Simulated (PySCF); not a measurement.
Isomers of C7H14Si.

All values: PBE0/pcSseg-1 (PySCF) at GFN2-xTB geometries, gas phase, one conformer each.

Question: Rank by the lowest Hirshfeld charge on any atom, highest value first.
A. `[CH2:1]=[CH:2][C@@:3]1([SiH3:4])[CH2:5][C@@H:6]1[CH2:7][CH3:8]` with C1–C2–C3–Si4 96°, C5–C6–C7–C8 -156°
B. `[CH3:1][CH2:2][CH2:3][C:4]#[C:5][CH2:6][SiH2:7][CH3:8]` with C1–C2–C3–C4 65°, C5–C6–Si7–C8 62°
C. `[CH2:1]=[CH:2][CH2:3][C@H:4]1[CH2:5][CH2:6][SiH2:7][CH2:8]1` with C1–C2–C3–C4 120°, C2–C3–C4–C5 176°, C3–C4–C5–C6 174°, C4–C5–C6–Si7 -38°, C5–C6–Si7–C8 14°, C6–Si7–C8–C4 13°

Answer: A (-0.117 e), C (-0.165 e), B (-0.212 e).

Question: Rank by the lowest IAO charge on any atom, highest value first.
A. `[CH2:1]=[CH:2][C@@:3]1([SiH3:4])[CH2:5][C@@H:6]1[CH2:7][CH3:8]` with C1–C2–C3–Si4 96°, C5–C6–C7–C8 -156°
B. `[CH2:1]=[CH:2][CH2:3][C@H:4]1[CH2:5][CH2:6][SiH2:7][CH2:8]1` with C1–C2–C3–C4 120°, C2–C3–C4–C5 176°, C3–C4–C5–C6 174°, C4–C5–C6–Si7 -38°, C5–C6–Si7–C8 14°, C6–Si7–C8–C4 13°
C. `[CH3:1][CH2:2][CH2:3][C:4]#[C:5][CH2:6][SiH2:7][CH3:8]` with C1–C2–C3–C4 65°, C5–C6–Si7–C8 62°

Answer: A (-0.415 e), B (-0.543 e), C (-0.715 e).

All values together:

```json
{"SMILES": "C[C@@H]1[C@H]2C[SiH2][C@]1(C)C2", "μ (D)": "0.41", "HOMO (eV)": "-7.25", "LUMO (eV)": "0.68", "lowest IAO charge (e)": "-0.530 (C)", "highest IAO charge (e)": "+0.711 (Si)", "lowest Hirshfeld charge (e)": "-0.161 (C)", "highest Hirshfeld charge (e)": "+0.327 (Si)"}
{"SMILES": "C=CC[C@H]1CC[SiH2]C1", "μ (D)": "0.48", "HOMO (eV)": "-7.37", "LUMO (eV)": "0.51", "lowest IAO charge (e)": "-0.543 (C)", "highest IAO charge (e)": "+0.735 (Si)", "lowest Hirshfeld charge (e)": "-0.165 (C)", "highest Hirshfeld charge (e)": "+0.340 (Si)"}
{"SMILES": "C=C[C@@]1([SiH3])C[C@@H]1CC", "μ (D)": "0.66", "HOMO (eV)": "-7.09", "LUMO (eV)": "0.09", "lowest IAO charge (e)": "-0.415 (C)", "highest IAO charge (e)": "+0.602 (Si)", "lowest Hirshfeld charge (e)": "-0.117 (C)", "highest Hirshfeld charge (e)": "+0.307 (Si)"}
{"SMILES": "CCCC#CC[SiH2]C", "μ (D)": "0.58", "HOMO (eV)": "-6.88", "LUMO (eV)": "1.04", "lowest IAO charge (e)": "-0.715 (C)", "highest IAO charge (e)": "+0.790 (Si)", "lowest Hirshfeld charge (e)": "-0.212 (C)", "highest Hirshfeld charge (e)": "+0.358 (Si)"}
{"SMILES": "C[C@@H]1[C@@H]2C[C@@]1(C)C[SiH2]2", "μ (D)": "0.54", "HOMO (eV)": "-7.53", "LUMO (eV)": "0.81", "lowest IAO charge (e)": "-0.532 (C)", "highest IAO charge (e)": "+0.721 (Si)", "lowest Hirshfeld charge (e)": "-0.161 (C)", "highest Hirshfeld charge (e)": "+0.329 (Si)"}
```

Conformers: `[CH2:1]=[CH:2][CH2:3][C@H:4]1[CH2:5][CH2:6][SiH2:7][CH2:8]1` with C1–C2–C3–C4 120°, C2–C3–C4–C5 176°, C3–C4–C5–C6 174°, C4–C5–C6–Si7 -38°, C5–C6–Si7–C8 14°, C6–Si7–C8–C4 13°; `[CH2:1]=[CH:2][C@@:3]1([SiH3:4])[CH2:5][C@@H:6]1[CH2:7][CH3:8]` with C1–C2–C3–Si4 96°, C5–C6–C7–C8 -156°; `[CH3:1][CH2:2][CH2:3][C:4]#[C:5][CH2:6][SiH2:7][CH3:8]` with C1–C2–C3–C4 65°, C5–C6–Si7–C8 62°.
